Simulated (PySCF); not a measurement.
**[Lu(CH3)2]+ at several levels of theory**

Computed with PySCF 2.14.0 (density fitting, no spin-orbit coupling) at the geometry relaxed with PBE0:

```xyz
9
[Lu(CH3)2]+ (singlet in the valence; each metal's 4f electrons, 14 of them, lie in its core potential, out of spins and levels)
Lu    0.0000    0.0000   -0.2132
C     1.7084   -0.0170    1.2017
H     2.6874    0.2079    0.7397
H     1.5321    0.7232    2.0048
H     1.7946   -1.0014    1.7007
C    -1.7084    0.0170    1.2017
H    -2.6874   -0.2079    0.7397
H    -1.5321   -0.7232    2.0048
H    -1.7946    1.0014    1.7007
```

```csv
level,basis,state,HOMO (eV),gap (eV),charge on Lu1 (e),population of f-type functions on Lu1 (polarisation alone where 4f lies in the core),dipole about the centre of mass (D),largest force component (eV/Å)
PBE0,"Lu lcecp-1-SVP with ECP60, C def2-SVP, H def2-SVP",singlet,-11.80,4.49,1.19,0.02,3.32,0.01
r2SCAN,the same,singlet,-10.81,3.22,1.20,0.02,3.20,0.07
CAM-B3LYP,the same,singlet,-13.09,6.49,1.17,0.02,3.55,0.10
```

In the lcecp rows the 4f levels are missing from HOMO and gap, and the state counts the valence alone.

Charges are Mulliken's, which hang on the basis. The relaxation used the grid (50, 194), these runs (75, 302) or, all-electron (x2c bases, spin-free X2C Hamiltonian), (99, 590).

Task: What does PBE0 with Lu lcecp-1-TZVP with ECP60, C def2-TZVP, H def2-TZVP give here?

Result: state singlet, HOMO (eV) -11.76, gap (eV) 4.47, charge on Lu1 (e) 1.50, population of f-type functions on Lu1 (polarisation alone where 4f lies in the core) 0.02, dipole about the centre of mass (D) 3.44, largest force component (eV/Å) 0.26. Time: 11 s on 2 threads of Arm Neoverse V1 (shared host), from free ions and atoms.

In the first row's basis the gap widens with exact exchange: 3.2 eV for r2SCAN (none); 4.5 eV for PBE0 (a fixed share); 6.5 eV for CAM-B3LYP (rising or full at long range).

An lcecp potential fixes the number of 4f electrons, so in runs with it no electron can move into or out of that shell.
